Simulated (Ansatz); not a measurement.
Program: Ansatz. Geometries: PBE0-D4/def2-TZVP. ΔE: electronic, gas phase. CBS: MP2 limit from def2 TZ/QZ plus the TZ coupled-cluster correction, frozen cores. This one scheme is used for every species. Functionals use def2-TZVPP. No spin–orbit coupling; open shells (•) take unrestricted orbitals. For Ge outer-core shells are correlated without core-valence functions, which leaves a few kJ/mol of doubt a bond. Scalar relativity is left out up to krypton. Each species was taken in one conformer, which may not be the lowest.

Consider the hydrogen abstraction from a Ge–H bond: `[CH3][GeH]([OH])[Cl]` + `[CH3]`• → `[CH3][Ge]([OH])[Cl]`• + CH₄.

```tsv
species	r2SCAN-D4 energy (Eh)
`[CH3][GeH]([OH])[Cl]`	-2653.59005
`[CH3]`•	-39.82913
`[CH3][Ge]([OH])[Cl]`•	-2652.95894
CH₄	-40.50108
```

Work out ΔE.

ΔE = (-2652.95894) + (-40.50108) − (-2653.59005) − (-39.82913) = -0.04084 Eh = -25.6 kcal/mol. CCSD(T)/CBS gives -24.0 kcal/mol.

Largest T1 diagnostic among the species: 0.013.

From BLYP to BHLYP (50 % exact exchange), in def2-TZVPP and without D4, ΔE moves by +7.0 kcal/mol. Leaving LDA and LC-ωPBE aside and taking each functional with its dispersion term where it has one, the values, not all of them listed here, spread over 6.9 kcal/mol, from BLYP-D4 to BHLYP-D4. LDA lies −2.9 kcal/mol from PBE without D4.
